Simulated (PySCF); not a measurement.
B(CCH)(Cl)(OMe) (C₃H₄BClO), SMILES C#CB(Cl)OC.

Geometry: PBE0-D3(BJ)/def2-SVP. This is a generated structure with no PubChem entry under its InChIKey; it may be hypothetical. One conformer was computed; it need not be the lowest.

Method: PBE/def2-TZVP (PySCF).

Computed frontier levels, gap, dipole moment and polarisability:
- highest occupied level: -6.96 eV
- lowest empty level: -2.14 eV
- orbital gap: 4.82 eV
- dipole moment: 1.23 D
- quadrupole, principal values (traceless, Buckingham form, about the centre of nuclear charge): -7.61, -4.37, 11.98 D·Å
- mean static polarisability: 66.3 bohr³ (9.82 Å³)
- polarisability, principal values: 43.5, 62.0, 93.2 bohr³
